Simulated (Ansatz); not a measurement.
`C[Se][GaH][Cl]` + `[SiH3][SeH]` → `[SiH3][Se][GaH][Cl]` + `C[SeH]` at 400 K and 1 bar (ligand exchange at a Ga–Se bond).

Gas-phase electronic energies from Ansatz, PBE0-D4/def2-TZVP geometries. CBS: MP2 limit from def2 TZ/QZ plus the TZ coupled-cluster correction, frozen cores. For Ga, Se outer-core shells are correlated without core-valence functions, which leaves a few kJ/mol of doubt a bond. Scalar relativity is left out up to krypton. Each species was taken in one conformer, which may not be the lowest.

```
              species  CCSD(T)/CBS energy (Eh)  H − E (kJ/mol)  S (J/(mol·K))
     `C[Se][GaH][Cl]`              -4824.97287           153.8          404.7
        `[SiH3][SeH]`              -2692.20088           107.1          307.6
`[SiH3][Se][GaH][Cl]`              -5076.01837           126.0          429.5
             `C[SeH]`              -2441.15625           135.4          284.5
```

H − E and S are ideal-gas, rigid-rotor, harmonic terms from PBE0-D4/def2-TZVP, for one conformer and one mirror image of each species. 1 Eh = 2625.50 kJ/mol, R = 8.31446 J/(mol·K).

Problem. By hand: ΔE, ΔH, ΔS and ΔG.

Solution. ΔE = (-5076.01837) + (-2441.15625) − (-4824.97287) − (-2692.20088) = -0.00087 Eh = -2.3 kJ/mol. Δ(H − E) = 126.0 + 135.4 − 153.8 − 107.1 = 0.5, so ΔH = -1.8 kJ/mol. ΔS = 429.5 + 284.5 − 404.7 − 307.6 = 1.7 J/(mol·K). ΔG = -1.8 − 400 × (1.7)/1000 = -2.5 kJ/mol.

Problem. By hand: the equilibrium constant, and the temperature at which ΔG would vanish if ΔH and ΔS stayed fixed.

Solution. log₁₀ K = −ΔG/(RT ln 10) = 0.3. ΔH and −TΔS have one sign here, so there is no such temperature.

TΔS isn't small against ΔH here. The sign of ΔG lies within the doubt. A doubt of 5 kJ/mol in ΔE shifts log₁₀ K by 0.7 here. Other conformers and mirror images would add mixing entropy, several J/(mol·K) or more a flexible species. Modes under 60 cm⁻¹, often nearly free rotors, make the harmonic entropy too high. These are equilibria of isolated gas molecules and say nothing of rates. Largest T1 diagnostic: 0.011 (customary marks: 0.02 for closed shells, 0.045 for open ones).

ΔS is within the doubt of such terms, so its sign, and with it that verdict, could turn.
